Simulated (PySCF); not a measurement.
**Correlation energy of Cl⁺ (chlorine, charge +1)**

[Ne] 3s2 3p3 4s1, high-spin 5S determinant (an excited configuration). Calculation: PySCF 2.14, in aug-cc-pCVTZ-DK (8s7p5d3f, 75 functions); scalar relativity by spin-free X2C-1e. Frozen: 1s2; 14 electrons correlated.

```tsv
level	correlation energy (mhartree)
CCSD	-432.12
(T)	-6.87
CCSD(T)	-438.99
```

Diagnostics: T1 = 0.0059, D1 = 0.0292, largest double amplitude 0.049.

The outer electron is Rydberg-like, and this basis confines it to a smaller radius and binds it less than a complete one would.

Cost of the coupled-cluster step: roughly 50 core-seconds, for 14 correlated electrons.

Iterations:

```
CC2 = 0
CCSD nocc = (np.int64(9), np.int64(5)), nmo = (74, 74)
frozen orbitals [[0], [0]]
max_cycle = 100
direct = 0
conv_tol = 1e-08
conv_tol_normt = 1e-06
diis_space = 8
diis_start_cycle = 0
Init t2, MP2 energy = -0.414570664271526
Init E_corr(UCCSD) = -0.414570664274049
cycle = 1  E_corr(UCCSD) = -0.427786267096205  dE = -0.0132156028  norm(t1,t2) = 0.0379134
cycle = 2  E_corr(UCCSD) = -0.431098774142697  dE = -0.00331250705  norm(t1,t2) = 0.0105394
cycle = 3  E_corr(UCCSD) = -0.432147906235057  dE = -0.00104913209  norm(t1,t2) = 0.0037558
cycle = 4  E_corr(UCCSD) = -0.432124358169729  dE = 2.35480653e-05  norm(t1,t2) = 0.00034068
cycle = 5  E_corr(UCCSD) = -0.43211632735418  dE = 8.03081555e-06  norm(t1,t2) = 7.79008e-05
cycle = 6  E_corr(UCCSD) = -0.432117253159809  dE = -9.25805629e-07  norm(t1,t2) = 1.33988e-05
cycle = 7  E_corr(UCCSD) = -0.432117374736876  dE = -1.21577067e-07  norm(t1,t2) = 3.07952e-06
cycle = 8  E_corr(UCCSD) = -0.432117339467921  dE = 3.52689555e-08  norm(t1,t2) = 5.66174e-07
cycle = 9  E_corr(UCCSD) = -0.432117352104443  dE = -1.26365229e-08  norm(t1,t2) = 1.11607e-07
cycle = 10  E_corr(UCCSD) = -0.43211735130683  dE = 7.97613198e-10  norm(t1,t2) = 2.11027e-08
UCCSD converged
E(UCCSD) = -460.43124943416  E_corr = -0.4321173513068303
UCCSD(T) correction = -0.00687013526699568
```
